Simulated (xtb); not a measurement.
C3H3N2, doublet, geometry from GFN2-xTB. Base run: GFN2-xTB run with xtb.

Geometry (Å):
```xyz
8

C      0.2724    -1.0020     0.5652
C      1.1910    -0.1904    -0.0176
N      0.5194     0.8525    -0.5633
C     -0.7597     0.6841    -0.3229
N     -0.9636    -0.4509     0.3735
H      2.2531    -0.2820    -0.0798
H     -1.5311     1.3570    -0.6379
H     -1.8347    -0.8364     0.6981
```
Charge 0, spin multiplicity 2.
All else is at xtb's defaults.
Base energy -13.68311 Eh.

The base run was repeated with changes; each row names its change, and settings that it needs were set with it.

| change | ΔE vs base (kcal/mol) | dipole (D) | G_solv (kcal/mol) | SCF cycles |
|---|---|---|---|---|
| base | 0.000 | 3.01 | - | 13 |
| etemp = 1000 | -0.014 | 3.01 | - | 12 |
| alpb = hexane | -3.82 | 3.28 | -4.05 | 12 |
| acc = 30 | 0.000 | 3.01 | - | 9 |
| gbsa = water | -3.93 | 3.51 | -4.62 | 12 |
| file = coord | 0.000 | 3.01 | - | 13 |
| etemp = 10000 | -29.77 | 2.65 | - | 12 |
| alpb = dmso | -6.30 | 3.46 | -6.99 | 12 |
| etemp = 3000 | -1.77 | 2.94 | - | 12 |

ALPB and GBSA are two models with their own fitted parameters for each solvent, which aren't always the measured dielectric constant.
